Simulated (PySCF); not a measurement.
C₃H₇BO₃, SMILES C1OCOB1OC. The structure is a stationary point at PBE-D3(BJ)/def2-SVP. The structure was generated by enumeration, and PubChem lists no compound with its InChIKey, so it may never have been made. One conformer was computed; it need not be the lowest.

Computed equilibrium geometry at PBE-D3(BJ)/def2-SVP (PySCF confirms it by a frequency run) as a Z-matrix (one conformer of several):
```
B
O 1 1.3558
O 1 1.3760 2 120.12
C 2 1.4151 1 122.23 3 -179.85
H 4 1.1098 2 109.34 1 -127.30
H 4 1.1106 5 108.00 2 119.46
H 4 1.1117 5 108.36 6 117.28
C 3 1.4259 1 107.58 2 175.87
O 8 1.4052 3 108.97 1 20.17
H 8 1.1113 9 108.73 3 -119.99
H 8 1.1218 10 109.28 9 122.34
C 9 1.4386 8 107.20 10 -149.67
H 12 1.1100 9 108.39 8 148.08
H 12 1.1213 13 106.81 9 -120.35
```
Charge 0, spin multiplicity 1.
